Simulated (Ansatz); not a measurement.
Geometry optimisation, RKS PBE/def2-SVP in Ansatz.

Input:

```yaml
crystal:
  periodic: [false, false, false]
  atoms:
    - { symbol: Ta, position_ang: [0.0, 0.0, 0.0] }
    - { symbol: O, position_ang: [2.37, 0.0, 0.0] }
    - { symbol: H, position_ang: [2.7071, -0.5308, 0.7903] }
    - { symbol: F, position_ang: [0.0, 0.0, 1.93] }
    - { symbol: Cl, position_ang: [0.0, 0.0, -2.47] }
    - { symbol: F, position_ang: [-0.965, 1.6714, 0.0] }
    - { symbol: Cl, position_ang: [-1.235, -2.139, 0.0] }
    - { symbol: Br, position_ang: [0.9302, -2.4365, -1.3787] }
    - { symbol: H, position_ang: [2.1856, -1.1659, -0.6598] }
basis:
  gaussian: { orbitals: def2-SVP }
hamiltonian:
  xc: pbe
relax:
  f_tol: 0.15
  max_steps: 25
  restrain:
    - { distance: [0, 7], at: 3.85, k: 30.0 }
    - { distance: [8, 1], at: 2.21, k: 30.0 }
    - { distance: [0, 1], at: 2.02, k: 30.0 }
    - { distance: [8, 7], at: 1.55, k: 30.0 }
output:
  orbitals: {}
```

Launched with:

```bash
$ ansatz run input.yaml --threads 4 --pin off --max-ram 5120MiB --backend cpu --events-out ev --progress --plain --runs-dir out
```

Q: Where does it end, and by what steps?

A: The run converged. The restraints hold the end off the free minimum; the threshold counts their pulls, which the force column leaves out. Restrained pairs: Ta1–Br8 (2.95 → 3.85 Å), O2–H9 (1.35 → 2.21 Å), Ta1–O2 (2.37 → 1.98 Å), Br8–H9 (1.93 → 1.51 Å). After 12 steps the energy has fallen by 3.638 eV (the restraints' own energy left out); Br8 moved furthest, 1.00 Å.

| step | energy less start (eV) | largest force component (eV/Å) | accepted |
| --- | --- | --- | --- |
| 0 | 0.0000 | 4.313 | yes |
| 1 | -0.3822 | 3.675 | yes |
| 2 | -1.0126 | 4.509 | yes |
| 3 | -2.0674 | 3.968 | yes |
| 4 | -3.0985 | 1.396 | yes |
| 5 | -3.4094 | 1.585 | yes |
| 6 | -3.5190 | 1.205 | yes |
| 7 | -3.5919 | 1.365 | yes |
| 8 | -3.6146 | 1.225 | yes |
| 9 | -3.6195 | 1.187 | yes |
| 10 | -3.6223 | 1.101 | yes |
| 11 | -3.6425 | 0.999 | yes |
| 12 | -3.6379 | 1.055 | yes |

```xyz
9
Properties=species:S:1:pos:R:3
Ta -0.070 0.067 0.018
O 1.910 -0.011 -0.060
H 2.356 -0.063 0.810
F 0.211 -0.089 1.900
Cl -0.052 0.373 -2.295
F -0.877 1.726 0.310
Cl -1.582 -1.670 0.039
Br 1.660 -3.111 -1.311
H 2.435 -1.824 -1.200
```

Time of the run: 34 s on 4 threads of Arm Neoverse V2, on a shared host, peak memory 0.27 GiB.
